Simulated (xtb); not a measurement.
Cl5OSi2, SMILES Cl[Si](O[Si](Cl)Cl)(Cl)Cl (connectivity only; charge and spin as stated), charge +1, multiplicity 1. All values are semi-empirical tight-binding results from xtb (GFN2-xTB unless named), good for trends rather than for accurate numbers. The structure is a stationary point at GFN2-xTB. The multiplicity is an assumed one; other spin states were not compared. The isomer is the one that the SMILES or the coordinates give; other isomers of the formula were not compared. Other conformers were not sampled.

Optimised geometry:

Bond lengths (Å): Cl1–Si2 1.931, Si2–Cl3 1.930, Si2–O4 1.559, O4–Si5 1.753, Si5–Cl6 1.976, Si5–Cl7 1.977, Si5–Cl8 1.976. Bond angles (°): Cl1–Si2–Cl3 128.6, Cl1–Si2–O4 115.7, Cl3–Si2–O4 115.7, Si2–O4–Si5 179.0, O4–Si5–Cl6 101.8, O4–Si5–Cl7 102.6, O4–Si5–Cl8 101.6, Cl6–Si5–Cl7 115.4, Cl6–Si5–Cl8 116.2, Cl7–Si5–Cl8 115.7.
Charge +1, spin multiplicity 1.

Problem. Estimate the properties. (An estimate is asked for; the answer gives what the named calculation found.)

Solution. 
```
Property                                          Value
---------------------------------------  --------------
orbital gap                                     3.79 eV
zero-point energy                          8.4 kcal/mol
G − E(el) at 298.15 K (modified RRHO)    -17.4 kcal/mol
static polarisability (D4 model)            135.1 bohr³
solvation energy, GFN2-xTB/ALPB(water)   -43.4 kcal/mol
solvation energy, GFN2-xTB/ALPB(ch2cl2)  -43.0 kcal/mol
```

Computed atomic charges and the Wiberg bond orders between heavy atoms:
charges (e) Cl1 0.15, Si2 0.56, Cl3 0.15, O4 -0.32, Si5 0.57, Cl6 -0.03, Cl7 -0.03, Cl8 -0.03. Bond orders Cl1–Si2 1.50, Si2–Cl3 1.50, Si2–O4 1.52, O4–Si5 0.72, Si5–Cl6 1.27, Si5–Cl7 1.27, Si5–Cl8 1.27.
